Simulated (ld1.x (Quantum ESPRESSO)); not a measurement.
**u(r) = r·R(r): atom against pseudo-atom (phosphorus (P))**

Columns: radius, all-electron u(r) and pseudo u(r) of the 3s shell (level -14.02 eV) of phosphorus in the configuration [Ne] 3s2 3p3; LDA (PZ), scalar-relativistic, TM scheme, ld1.x (Quantum ESPRESSO) 7.5.

| r (bohr) | all-electron | pseudo |
| --- | --- | --- |
| 0.085 | 0.1598 | 0.0253 |
| 0.170 | -0.1015 | 0.0517 |
| 0.255 | -0.3066 | 0.0802 |
| 0.340 | -0.3801 | 0.1118 |
| 0.425 | -0.3463 | 0.1479 |
| 0.510 | -0.2444 | 0.1895 |
| 0.595 | -0.1072 | 0.2376 |
| 0.680 | 0.0419 | 0.2927 |
| 0.765 | 0.1881 | 0.3547 |
| 0.850 | 0.3224 | 0.4224 |
| 0.935 | 0.4403 | 0.4932 |
| 1.020 | 0.5398 | 0.5635 |
| 1.105 | 0.6206 | 0.6292 |
| 1.190 | 0.6837 | 0.6859 |
| 1.275 | 0.7306 | 0.7309 |
| 1.360 | 0.7629 | 0.7629 |
| 1.445 | 0.7824 | 0.7824 |
| 1.530 | 0.7909 | 0.7909 |
| 1.615 | 0.7903 | 0.7903 |
| 1.700 | 0.7820 | 0.7820 |
| 1.785 | 0.7675 | 0.7675 |
| 1.870 | 0.7481 | 0.7481 |
| 1.955 | 0.7250 | 0.7250 |
| 2.040 | 0.6990 | 0.6990 |
| 2.125 | 0.6709 | 0.6709 |
| 2.210 | 0.6415 | 0.6415 |

How many radial nodes do the two functions have?

The all-electron 3s function has n − l − 1 = 2; the pseudo-wave has 0, since the states of the same l below it are removed with the core.

At about which radius was the pseudo-wave matched?

1.45 bohr. The columns agree to 0.0005 from 1.27 bohr on; several derivatives are matched, so the curves merge somewhat inside the radius.

Is the pseudo-wave norm-conserving?

Yes: the TM scheme keeps the norm inside the radius equal to the all-electron one, which fixes the energy derivative of the logarithmic derivative at the level.
